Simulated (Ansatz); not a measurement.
Isolated molecules relaxed with PBE0-D4/def2-TZVP in Ansatz; ΔE leaves out vibrations. CCSD(T)/CBS is the MP2 limit (def2-TZVPP, def2-QZVPP) plus CCSD(T) − MP2 in def2-TZVPP, frozen cores. This one scheme is used for every species, atoms too. Open shells (•) are unrestricted, without spin–orbit coupling. Spin–orbit coupling would lower the free atoms: a little for C; clearly for Ge. Bonds to Ge are less sure, by a few kJ/mol each and by 10 to 20 or more in all where they break to atoms, as the def2 sets lack core-valence functions. Scalar relativity is left out up to krypton. Each species was taken in one conformer, which may not be the lowest.

`c1cc[c]([GeH2][c]2ccccc2)cc1` → 12 C• + Ge• + 12 H•  (atomization)

```csv
species,HF/def2-QZVPP energy (Eh)
`c1cc[c]([GeH2][c]2ccccc2)cc1`,-2536.99682
C•,-37.69363
Ge•,-2075.36298
H•,-0.49998
```

Work out ΔE.

ΔE = 12 × (-37.69363) + 12 × (-0.49998) + (-2075.36298) − (-2536.99682) = 3.31052 Eh = +2077.4 kcal/mol. CCSD(T)/CBS gives +2792.6 kcal/mol.

Largest T1 diagnostic among the species: 0.011.

The D4 term adds +31.3 kcal/mol with B3LYP and +16.9 kcal/mol with PBE0; it sums over pairs of atoms, weighted by their polarisabilities, and B3LYP, whose exchange is more repulsive, gets the larger term. Leaving LDA and LC-ωPBE aside and taking each functional with its dispersion term where it has one, the values, not all of them listed here, spread over 176.0 kcal/mol, from BHLYP-D4 to PBE-D4. LDA lies +351.7 kcal/mol from PBE without D4, its usual overbinding.

B3LYP here is the variant with VWN-RPA as its local correlation; programs differ in this.

For atomizations the MP2-based limit and the directly extrapolated one differ by several kJ/mol either way, and by 10 to 25 for some Ge, Se and Sn compounds, so smaller differences from it don't rank the levels.
